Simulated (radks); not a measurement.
Spherical quantum dot in the effective-mass picture: electrons in a well V = -V0 / (1 + exp((r - R)/a)) with V0 = 5.16, R = 9.55, a = 0.83, all in effective atomic units (hartree* = m*/eps^2 hartree, bohr* = eps/m* bohr), one dielectric constant everywhere. Calculated with a radial shooting solver with Libxc functionals: non-relativistic Kohn-Sham, PBEsol, spin-polarised, spherical densities. Levels are named by radial order and angular momentum (1s, 1p, 1d, 2s, ...), and open shells are averaged over m. Each electron was tried in the lowest free levels, single moves between levels near the top were tried too, and the lowest total energy was kept; such a search can miss a lower state. The series stops at N = 17: beyond it a trial failed or the search could not be trusted, so later rows were left out. At N = 1 the Hartree and exchange-correlation terms need not cancel, so that row can carry a self-interaction error.

N        open shells  2S  E (hartree*)  addition energy mu(N+1) - mu(N) (hartree*)  e(HOMO) (hartree*)  rms radius (bohr*)
1   1s(up 1, down 0)   1      -5.06713                                      0.1942             -4.9866               4.105
2               none   0      -9.94009                                      0.2190             -4.7964               4.503
3   1p(up 1, down 0)   1      -14.5940                                      0.1492             -4.5800               4.881
4   1p(up 2, down 0)   2      -19.0988                                      0.1504             -4.4295               5.110
5   1p(up 3, down 0)   3      -23.4531                                      0.1825             -4.2793               5.279
6   1p(up 3, down 1)   2      -27.6249                                      0.1408             -4.1020               5.423
7   1p(up 3, down 2)   1      -31.6559                                      0.1426             -3.9598               5.541
8               none   0      -35.5443                                      0.2126             -3.8170               5.642
9   1d(up 1, down 0)   1      -39.2202                                      0.1380             -3.6068               5.749
10  1d(up 2, down 0)   2      -42.7580                                      0.1379             -3.4688               5.841
11  1d(up 3, down 0)   3      -46.1578                                      0.1376             -3.3310               5.922
12  1d(up 4, down 0)   4      -49.4202                                      0.1371             -3.1937               5.995
13  1d(up 5, down 0)   5      -52.5455                                      0.1669             -3.0569               6.061
14  1d(up 5, down 1)   4      -55.5039                                      0.1329             -2.8920               6.123
15  1d(up 5, down 2)   3      -58.3294                                      0.1330             -2.7590               6.180
16  1d(up 5, down 3)   2      -61.0219                                      0.1329             -2.6261               6.233
17  1d(up 5, down 4)   1      -63.5816                                           -             -2.4933               6.283

All shells are closed at N = 2, 8 (there: 1s2 1p6); the second difference of the energy has clear peaks (12 % above both neighbours; the first and last values, which can be the largest, are not judged, and half-filled shells can peak too) at N = 2, 5, 8, 13.
